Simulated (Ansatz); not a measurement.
# Which isomer of H5NOSi2 gives these data?

These gas-phase data were calculated for one isomer of H5NOSi2 at B3LYP-D3(BJ)/def2-SVP (harmonic, unscaled wavenumbers; equilibrium rotational constants with average atomic masses):

* rotational constants: 11.41, 2.372, 2.01 GHz
* all wavenumbers above 1500 cm⁻¹: 3638, 3529, 2236, 2233, 2194, 1526

Candidates:

(1) `N[Si]O[SiH3]`, a singlet
(2) `O[Si]N[SiH3]`, a singlet

Task: Which structure fits?

Result: Candidate (1). 2 modes lie between 3250 and 3800 cm⁻¹, one for each N–H bond, while (2) has 1.

The same quantities for all candidates:

|  | rotational constants (GHz) | wavenumbers above 1500 cm⁻¹ | E above the lowest, B3LYP-D3(BJ)/def2-SVP (kcal/mol) |
| --- | --- | --- | --- |
| (1) | 11.41, 2.372, 2.01 | 3638, 3529, 2236, 2233, 2194, 1526 | 0.0 |
| (2) | 18.78, 1.923, 1.781 | 3806, 3502, 2250, 2219, 2210 | 13.0 |

Harmonic stretches to hydrogen usually lie a few per cent above observed fundamentals. Each candidate is one conformer. Programs: Ansatz 0.2.0.
